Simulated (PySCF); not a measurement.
Level of theory: GFN2-xTB structure, σ from GIAO-PBE0/pcSseg-1, in PySCF 2.14 (relativity neglected, one computed conformer, fast rotation and ring inversion assumed for equivalent nuclei, no solvent model).

References, each an isolated molecule treated in the same way: TMS for $^{1}$H (31.72 ppm), $^{13}$C (186.93 ppm). Shifts are as computed. Against solution values, carbons near 30 ppm lie about +3 ppm off and those near 130 ppm about +5 ppm. Of 1211 compounds with measured shifts, 218 miss one by over three times the rms of a fit or turn the order of signals round; such compounds aren't used in these exercises. OH and NH positions are gas-phase values without hydrogen bonding to other molecules.

Task: Order these molecules by the shift of their most shielded carbon-bound hydrogen, lowest δ first.
A. C[SiH](C)NN
B. COCc1ccncc1
C. [SiH3]/N=C/C1CC1
D. C=Pc1ccoc1

Result: A (0.07 ppm, hydrogen on a methyl carbon bonded to Si), C (0.70 ppm, hydrogen on a three-membered-ring carbon), B (3.75 ppm, hydrogen on a methyl carbon bonded to O), D (6.91 ppm, hydrogen on an aromatic CH).

Task: Order these molecules by the shift of their most shielded carbon, lowest δ first.
A. C[SiH](C)NN
B. COCc1ccncc1
C. [SiH3]/N=C/C1CC1
D. C=Pc1ccoc1

Result: A (-3.5 ppm, methyl carbon bonded to Si), C (8.0 ppm, three-membered-ring carbon), B (61.2 ppm, methyl carbon bonded to O), D (121.2 ppm, aromatic CH).

Task: How many $^{13}$C and $^{1}$H signals does each give (equivalence by symmetry and fast rotation, but not about amide C–N or C=N bonds)? `C=Pc1ccoc1`, `C[SiH](C)NN`, `[SiH3]/N=C/C1CC1`, `COCc1ccncc1`

Result: C=Pc1ccoc1: 5 C, 5 H; C[SiH](C)NN: 1 C, 4 H; [SiH3]/N=C/C1CC1: 3 C, 5 H; COCc1ccncc1: 5 C, 4 H.
